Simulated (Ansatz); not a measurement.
A structure relaxed at PBE-D4/def2-SVP in Ansatz, charge 0, singlet:

Cartesian coordinates in Å:
```
Ta -0.3893 -0.9876 -0.2798
Ta 0.8978 1.5588 0.7985
O 0.2277 3.0417 0.1954
O 1.5519 0.2428 -0.5473
O 0.8117 -0.2449 -1.7178
O -2.1028 -1.3323 -1.0409
O -0.5275 0.3610 1.1990
O 0.2402 -2.4833 0.3381
H 1.9476 1.9682 2.2046
H -2.6572 -2.1243 -1.1497
```

(1) Give its formula.

(2) Summarise the bond lengths by kind (pairs closer than 1.2 times the sum of covalent radii, bridged metal pairs left out).

Answers

(1) Ta2O6H2.

(2) 8 × O–Ta 1.74 to 2.31 Å; 1 × O–O 1.47 Å; 1 × H–Ta 1.80 Å; 1 × H–O 0.97 Å.

In the def2 sets Ta takes a core potential; there is no spin–orbit coupling. The structure holds one bond between oxygen atoms, so isomers without such links may lie far lower. The relaxation made no stability test and no search for a lower SCF solution. The structure comes from a short search, and lower isomers may exist.
